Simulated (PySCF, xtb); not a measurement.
trifluoro(fluorosilyl)silane (F₄H₂Si₂), SMILES F[SiH2][Si](F)(F)F. The values are those of a single conformer.

Harmonic wavenumbers (cm⁻¹) from GFN2-xTB run with xtb at its own minimum, in rising order: 16, 104, 115, 173, 224, 235, 271, 462, 491, 584, 710, 772, 823, 872, 899, 899, 2302, 2312.

Question: What does PBE-D3(BJ)/def2-SVP run with PySCF give at its own minimum? (Estimate from the structure and the level; the computed values follow.)

Answer: 42, 84, 121, 194, 279, 279, 309, 477, 504, 708, 798, 830, 894, 912, 941, 945, 2182, 2196. Paired by order, the mean absolute difference is 52 cm⁻¹ and the zero-point energies are 17.5 and 18.1 kcal/mol.
